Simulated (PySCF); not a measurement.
# Electric field gradients and quadrupole coupling constants

C₅H₇NOSi.
SMILES with atom numbers: `[SiH3:1][O:2][c:3]1[cH:4][cH:5][cH:6][cH:7][n:8]1` (hydrogens: H9, H10, H11 on Si1; H12 on C4; H13 on C5; H14 on C6; H15 on C7)

Geometry (PBE0-D3(BJ)/def2-SVP, Å), atoms numbered from 1 in this order:
```xyz
15
C5H7NOSi angstrom
Si    -2.2853    0.5170   -0.2938
O     -0.9635   -0.4140   -0.8541
C      0.2470   -0.1290   -0.3677
C      1.3683   -0.8555   -0.7950
C      2.5977   -0.5123   -0.2537
C      2.6766    0.5254    0.6814
C      1.5006    1.1773    1.0317
N      0.3140    0.8548    0.5175
H     -3.4194   -0.0877   -1.0466
H     -2.5062    0.3403    1.1666
H     -2.1478    1.9506   -0.6663
H      1.2488   -1.6550   -1.5268
H      3.4980   -1.0519   -0.5584
H      3.6285    0.8198    1.1257
H      1.5076    1.9968    1.7584
```

Field gradients from the PBE0/pcSseg-1 density (PySCF, non-relativistic), principal values in atomic units, ordered |Vxx| ≤ |Vyy| ≤ |Vzz|:

```
atom      Vxx      Vyy      Vzz
  O2  -0.6184  -0.8946   1.5130
  N8   0.4133   0.5021  -0.9155
```

Problem. Find the asymmetry η = (Vxx − Vyy)/Vzz and the couplings χ = eQV/h (234.96 MHz × Q in barn × V in au), with Q(17O) = −0.0256 b, Q(14N) = 0.02044 b.

Solution. 
| atom | environment | nucleus | η | χzz (MHz) | χxx (MHz) | χyy (MHz) |
| --- | --- | --- | --- | --- | --- | --- |
| O2 | silyl ether oxygen | 17O | 0.18 | -9.10 | 3.72 | 5.38 |
| N8 | pyridine-type nitrogen | 14N | 0.10 | -4.397 | 1.985 | 2.412 |

The tensor is traceless: Vxx + Vyy + Vzz = 0.

Problem. What is Vzz at N8 in SI units (1 au = 9.71736 × 10²¹ V/m²)?

Solution. -0.9155 au = -8.896 × 10²¹ V/m².

Problem. And the gradient at the other heavy atoms, for which no coupling is worked out here?

Solution. 
```
atom                          environment  Vzz (au)     η
 Si1                 oxygen-bound silicon     0.676  0.15
  C3       aromatic carbon bearing oxygen    -0.314  0.48
  C4                   aromatic CH carbon     0.225  0.33
  C5                   aromatic CH carbon     0.395  0.13
  C6                   aromatic CH carbon     0.245  0.20
  C7  aromatic CH next to a ring nitrogen     0.334  0.55
```

Were the hydrogens deuterons (Q(2H) = 0.00286 b), χzz would run from 94 kHz (H9) to 206 kHz (H14 and H12).

The structure is a single PBE0-D3(BJ)/def2-SVP conformer in the gas phase; no vibrational or solvent corrections. The basis is small and wasn't made for field gradients, so the couplings can be 20 % off.
